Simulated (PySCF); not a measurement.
CH₃O₂ (SMILES OC=[OH+]), charge +1, singlet, geometry from GFN2-xTB; DF-PBE/def2-QZVPPD (PySCF).

PySCF was given this input:
```python
from pyscf import gto, scf, dft

mol = gto.M(
    atom='''
O    -1.05434669   -0.40745506   -0.12561844
C    -0.10444344    0.40406092   -0.04683357
O     1.11194808    0.18461227    0.15144752
H    -0.91558100   -1.37692343   -0.02991756
H    -0.37817902    1.46306326   -0.16957957
H     1.45960960   -0.72776304    0.27386588
''',
    basis='def2-qzvppd',
    charge=1,
    verbose=4,
    max_memory=1800,
)

mf = dft.RKS(mol)
mf.xc = 'pbe'
mf = mf.density_fit(auxbasis='def2-universal-jkfit')
mf.kernel()
```

Predict the main parts of the log of this PySCF run.


```
PySCF version 2.14.0

[INPUT] verbose = 4
[INPUT] num. atoms = 6
[INPUT] num. electrons = 24
[INPUT] charge = 1
[INPUT] spin (= nelec alpha-beta = 2S) = 0
[INPUT] symmetry False subgroup None
[INPUT] Mole.unit = angstrom
[INPUT] Symbol           X                Y                Z      unit          X                Y                Z       unit  Magmom
[INPUT]  1 O     -1.054346690000  -0.407455060000  -0.125618440000 AA   -1.992426484442  -0.769978471468  -0.237384447795 Bohr   0.0
[INPUT]  2 C     -0.104443440000   0.404060920000  -0.046833570000 AA   -0.197369497107   0.763564476440  -0.088502620736 Bohr   0.0
[INPUT]  3 O      1.111948080000   0.184612270000   0.151447520000 AA    2.101277335936   0.348866629534   0.286194335045 Bohr   0.0
[INPUT]  4 H     -0.915581000000  -1.376923430000  -0.029917560000 AA   -1.730197334855  -2.602008177197  -0.056535994715 Bohr   0.0
[INPUT]  5 H     -0.378179020000   1.463063260000  -0.169579570000 AA   -0.714654773856   2.764788864313  -0.320458943622 Bohr   0.0
[INPUT]  6 H      1.459609600000  -0.727763040000   0.273865880000 AA    2.758262392786  -1.375272829181   0.517531508063 Bohr   0.0

nuclear repulsion = 78.4173258342373
number of shells = 92
number of NR pGTOs = 363
number of NR cGTOs = 294
basis = def2-qzvppd
ecp = {}

******** <class 'pyscf.df.df_jk.DFRKS'> ********
method = DFRKS
initial guess = minao
damping factor = 0
level_shift factor = 0
DIIS = <class 'pyscf.scf.diis.CDIIS'>
diis_start_cycle = 1
diis_space = 8
diis_damp = 0
SCF conv_tol = 1e-09
SCF conv_tol_grad = None
SCF max_cycles = 50
direct_scf = False
XC library pyscf.dft.libxc version 7.1.2
    S. Lehtola, C. Steigemann, M. J. T. Oliveira, and M. A. L. Marques,  SoftwareX 7, 1–5 (2018)
XC functionals = pbe
    J. P. Perdew, K. Burke, and M. Ernzerhof,  Phys. Rev. Lett. 77, 3865 (1996)
    J. P. Perdew, K. Burke, and M. Ernzerhof,  Phys. Rev. Lett. 78, 1396 (1997)
    J. P. Perdew, K. Burke, and M. Ernzerhof,  Phys. Rev. Lett. 77, 3865 (1996)
    J. P. Perdew, K. Burke, and M. Ernzerhof,  Phys. Rev. Lett. 78, 1396 (1997)
radial grids:
    Treutler-Ahlrichs [JCP 102, 346 (1995); DOI:10.1063/1.469408] (M4) radial grids

becke partition: Becke, JCP 88, 2547 (1988); DOI:10.1063/1.454033
pruning grids: <function nwchem_prune>
grids dens level: 3
symmetrized grids: False
atomic radii adjust function: <function treutler_atomic_radii_adjust>
small_rho_cutoff = 0
Set gradient conv threshold to 3.16228e-05
Initial guess from minao.
tot grids = 71712
init E= -190.729343378501
  HOMO = -0.416215382668337  LUMO = -0.101639392430155  gap/eV = 8.56005
cycle= 1 E= -189.837592720861  delta_E= 0.892  |g|=  0.8  |ddm|= 1.46
  HOMO = -0.503750376403466  LUMO = -0.326958255768211  gap/eV = 4.81076
cycle= 2 E= -189.547603516942  delta_E= 0.29  |g|= 1.52  |ddm|= 0.871
  HOMO = -0.610300390914592  LUMO = -0.334908852391255  gap/eV = 7.49379
cycle= 3 E= -189.94150137626  delta_E= -0.394  |g|= 0.11  |ddm|= 0.557
  HOMO = -0.606925530678922  LUMO = -0.344402207689363  gap/eV = 7.14362
cycle= 4 E= -189.943929983517  delta_E= -0.00243  |g|= 0.035  |ddm|= 0.0831
  HOMO = -0.60180072697653  LUMO = -0.337657714177801  gap/eV = 7.18770
cycle= 5 E= -189.944185643906  delta_E= -0.000256  |g|= 0.0101  |ddm|= 0.0232
  HOMO = -0.603199108798286  LUMO = -0.339086684607903  gap/eV = 7.18687
cycle= 6 E= -189.944204988619  delta_E= -1.93e-05  |g|= 0.000965  |ddm|= 0.00562
  HOMO = -0.603223001737438  LUMO = -0.339047940661622  gap/eV = 7.18857
cycle= 7 E= -189.944205158863  delta_E= -1.7e-07  |g|= 0.000119  |ddm|= 0.000545
  HOMO = -0.603234652488999  LUMO = -0.339055543910529  gap/eV = 7.18868
cycle= 8 E= -189.944205160418  delta_E= -1.55e-09  |g|= 7.22e-05  |ddm|= 8.29e-05
  HOMO = -0.603232937904756  LUMO = -0.33905384405341  gap/eV = 7.18868
cycle= 9 E= -189.944205161094  delta_E= -6.76e-10  |g|= 3.91e-05  |ddm|= 3.98e-05
  HOMO = -0.60323092903381  LUMO = -0.339051928192539  gap/eV = 7.18868
cycle= 10 E= -189.944205161374  delta_E= -2.8e-10  |g|= 1.45e-06  |ddm|= 1.58e-05
  HOMO = -0.6032308472697  LUMO = -0.339051958752165  gap/eV = 7.18867
Extra cycle  E= -189.944205161374  delta_E= -1.14e-13  |g|= 1.82e-06  |ddm|= 2.04e-06
converged SCF energy = -189.944205161374
```
